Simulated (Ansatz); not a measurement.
One change: `CO[SiH2][SiH2]F` becomes `CO[SiH2][SiH2]O`.

Ansatz, PBE0-D4/def2-TZVP geometries, multiplicity 1. Each molecule was computed in one conformer, which needn't be the lowest.

```
                               property  `CO[SiH2][SiH2]F`
  HOMO energy (ωB97M-V/def2-TZVPP) / eV              -9.82
    HOMO energy (B3LYP/def2-TZVPP) / eV              -7.50
   HOMO–LUMO gap (PBE0/def2-TZVPP) / eV               6.89
HOMO–LUMO gap (ωB97M-V/def2-TZVPP) / eV              10.80
    LUMO energy (B3LYP/def2-TZVPP) / eV              -0.98
     LUMO energy (PBE0/def2-TZVPP) / eV              -0.80
```

Q: Give the same properties after the change, and the shifts. (Estimate.)

A: Computed: 
| property | `CO[SiH2][SiH2]O` | shift |
| --- | --- | --- |
| HOMO energy (ωB97M-V/def2-TZVPP) / eV | -10.00 | -0.18 |
| HOMO energy (B3LYP/def2-TZVPP) / eV | -7.74 | -0.24 |
| HOMO–LUMO gap (PBE0/def2-TZVPP) / eV | 7.19 | 0.30 |
| HOMO–LUMO gap (ωB97M-V/def2-TZVPP) / eV | 10.98 | 0.18 |
| LUMO energy (B3LYP/def2-TZVPP) / eV | -0.93 | 0.05 |
| LUMO energy (PBE0/def2-TZVPP) / eV | -0.75 | 0.05 |

With PBE0 the HOMO falls by 0.24 eV and the LUMO rises by 0.05 eV, so the gap widens by about 0.29 eV. PBE moves the HOMO by -0.36 eV and ωB97M-V by -0.18 eV.

Positive LUMOs are unbound, so they and the gaps depend on the basis.

B3LYP here is the variant with VWN-RPA as its local correlation; programs differ in this.
